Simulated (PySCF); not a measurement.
Record of a relaxation.

CH10GeSSi2.
Bonds: Si1–S2, S2–Si3, Si3–C4, C4–Ge5. Hydrogens: H6, H7, H8 on Si1; H9, H10 on Si3; H11, H12 on C4; H13, H14, H15 on Ge5.

Method: PBE0-D3(BJ)/def2-SVP geometry optimisation, gas phase (PySCF 2.14.0); density fitting, grid level 1; the optimiser is geomeTRIC in internal coordinates, started from a GFN2-xTB structure with every atom displaced at random (about 0.01 Å). The frame can shift and turn from step to step; on so coarse a grid that alone can change the energy by a few meV, and forces under 0.02 eV/Å are noise.

Step 0: E = -84275.0333 eV, largest atomic force 1.917 eV/Å
```
atom  x, y, z in Å  |  force x, y, z in eV/Å
Si1     3.522    0.146    0.057   -1.820   0.587  -0.135
S2      1.757   -0.942    0.619   -0.061  -0.210   0.104
Si3     0.145    0.146   -0.334    0.832  -0.540   1.131
C4     -1.385   -0.775    0.122   -1.058   0.349   0.033
Ge5    -2.987    0.106   -0.654    0.273  -0.541   0.867
H6      4.577   -0.541    0.704    1.304  -0.662   0.611
H7      3.610    0.155   -1.401    0.294   0.017  -0.627
H8      3.367    1.544    0.531    0.208   0.220   0.056
H9      0.406    0.164   -1.749    0.007   0.084  -1.139
H10     0.176    1.516    0.198   -0.189   0.472   0.072
H11    -1.375   -1.806   -0.228    0.174  -0.355  -0.277
H12    -1.515   -0.832    1.216    0.080   0.179  -0.016
H13    -4.291   -0.573   -0.294   -0.319  -0.398   0.222
H14    -2.920    0.161   -2.128    0.214  -0.047  -1.270
H15    -3.101    1.515   -0.171    0.060   0.844   0.366
```

Step 1: E = -84275.2863 eV, largest atomic force 0.370 eV/Å
```
atom  x, y, z in Å  |  force x, y, z in eV/Å
Si1     3.073    0.181    0.257    0.295  -0.131   0.115
S2      1.349   -0.962    0.838   -0.030   0.081  -0.044
Si3    -0.182    0.193   -0.146   -0.268   0.125  -0.222
C4     -1.841   -0.592    0.194    0.056  -0.161   0.086
Ge5    -3.382    0.353   -0.568   -0.081   0.129  -0.206
H6      4.237   -0.505    0.903   -0.098   0.048  -0.054
H7      3.273    0.184   -1.222   -0.070   0.013  -0.018
H8      3.018    1.591    0.744   -0.092   0.015  -0.010
H9      0.046    0.243   -1.628    0.103  -0.023   0.095
H10    -0.205    1.602    0.353    0.135   0.009   0.045
H11    -1.841   -1.625   -0.195   -0.023   0.042   0.015
H12    -1.987   -0.654    1.284   -0.022  -0.009   0.013
H13    -4.677   -0.397   -0.171    0.106   0.088  -0.054
H14    -3.267    0.395   -2.123   -0.027   0.001   0.327
H15    -3.443    1.807   -0.024    0.014  -0.225  -0.087
```

Step 2: E = -84275.3043 eV, largest atomic force 0.125 eV/Å
```
atom  x, y, z in Å  |  force x, y, z in eV/Å
Si1     3.070    0.176    0.259    0.071  -0.041   0.040
S2      1.337   -0.957    0.832    0.017  -0.019   0.017
Si3    -0.188    0.204   -0.153   -0.096   0.048  -0.063
C4     -1.841   -0.594    0.198    0.034  -0.038   0.052
Ge5    -3.380    0.348   -0.569   -0.017   0.011  -0.043
H6      4.234   -0.505    0.897   -0.022   0.011  -0.015
H7      3.246    0.187   -1.224   -0.015   0.012  -0.007
H8      2.988    1.586    0.746   -0.023   0.007  -0.010
H9      0.077    0.247   -1.625    0.006  -0.004   0.017
H10    -0.166    1.611    0.357    0.018  -0.012   0.007
H11    -1.841   -1.626   -0.189    0.017   0.010  -0.004
H12    -1.989   -0.656    1.289    0.013   0.009  -0.011
H13    -4.675   -0.390   -0.183   -0.011   0.000  -0.003
H14    -3.261    0.391   -2.105    0.004   0.000   0.018
H15    -3.439    1.789   -0.032    0.004   0.003   0.005
```

Step 3: E = -84275.3052 eV, largest atomic force 0.031 eV/Å
```
atom  x, y, z in Å  |  force x, y, z in eV/Å
Si1     3.069    0.174    0.261    0.002  -0.005   0.009
S2      1.335   -0.958    0.830    0.007  -0.017   0.009
Si3    -0.191    0.207   -0.155   -0.015   0.019  -0.020
C4     -1.840   -0.594    0.201   -0.014  -0.008   0.018
Ge5    -3.380    0.346   -0.571    0.001  -0.009   0.003
H6      4.234   -0.506    0.894    0.000   0.000  -0.002
H7      3.238    0.192   -1.223    0.001   0.005  -0.001
H8      2.978    1.582    0.749   -0.001   0.003  -0.004
H9      0.077    0.249   -1.625   -0.003   0.000  -0.001
H10    -0.160    1.612    0.357    0.002  -0.003   0.003
H11    -1.835   -1.626   -0.186    0.010   0.001  -0.004
H12    -1.985   -0.654    1.292    0.006   0.008  -0.002
H13    -4.678   -0.389   -0.189   -0.002   0.000  -0.002
H14    -3.255    0.389   -2.104    0.005   0.000  -0.011
H15    -3.437    1.788   -0.035    0.002   0.006   0.006
```

Step 4: E = -84275.3053 eV, largest atomic force under 0.02 eV/Å
```
atom  x, y, z in Å  |  force x, y, z in eV/Å
Si1     3.068    0.173    0.262   -0.012   0.004   0.000
S2      1.333   -0.961    0.827    0.002  -0.005  -0.002
Si3    -0.192    0.209   -0.156    0.011   0.003  -0.003
C4     -1.840   -0.594    0.203   -0.015  -0.003   0.005
Ge5    -3.379    0.345   -0.572    0.001  -0.003   0.002
H6      4.234   -0.507    0.892    0.004  -0.002   0.002
H7      3.235    0.198   -1.222    0.003   0.001   0.001
H8      2.974    1.581    0.753    0.003   0.000   0.000
H9      0.073    0.250   -1.627   -0.004   0.002  -0.002
H10    -0.158    1.613    0.358    0.000  -0.001   0.002
H11    -1.832   -1.626   -0.183    0.005  -0.002   0.000
H12    -1.983   -0.652    1.295    0.002   0.005   0.000
H13    -4.679   -0.388   -0.193    0.000   0.000  -0.002
H14    -3.249    0.386   -2.106    0.002   0.001  -0.004
H15    -3.435    1.788   -0.037   -0.001   0.001   0.002
```

**Question.** Summarise the path.

**Answer.** The energy falls by 26.24 kJ/mol from step 0 to step 4; nine tenths of that is first reached at step 1. It falls at every step. The largest force goes from 1.917 to under 0.02 eV/Å. Among the bonds Si1–H6 changes most, from 1.415 to 1.490 Å; the atoms move by 0.063 Å rms after alignment.

What follows is the cost of the whole optimisation. The run took 97 s wall on an Arm Neoverse N1 with one thread, no GPU, shared host with 64 logical CPUs at a one-minute load of 61, and the process peaked at 0.63 GiB of memory.
